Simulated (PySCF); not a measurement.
C5H7F, SMILES C#C[C@H](F)CC. Geometry: PBE-D3(BJ)/def2-SVP. The structure was generated by enumeration; whether it is a known compound was not checked. The values are those of a single conformer.

All values below come from PBE-D3(BJ)/def2-SVP (PySCF 2.14.0).

Harmonic wavenumbers (cm⁻¹): 103, 157, 208, 224, 306, 400, 534, 631, 643, 689, 761, 825, 934, 958, 1043, 1077, 1106, 1236, 1270, 1308, 1317, 1352, 1396, 1416, 1433, 2165, 2950, 2982, 2983, 3031, 3071, 3080, 3406. Rotational constants (GHz): 4.671, 2.804, 2.143; symmetry number 1.

### Question
Work out the zero-point energy and the ideal-gas rigid-rotor harmonic-oscillator thermochemistry at 298.15 K and 1 atm.

### Answer
ZPE = ½ Σ hcν = ½ × 44994 cm⁻¹ = 64.32 kcal/mol. H − E(el) = 69.31 kcal/mol. Entropy in cal/(mol K): translation 39.27, rotation 26.84, vibration 15.07, total 81.18. G − E(el) = 45.10 kcal/mol. Cp = 26.67 cal/(mol K). Modes under 150 cm⁻¹ make the vibrational entropy uncertain.
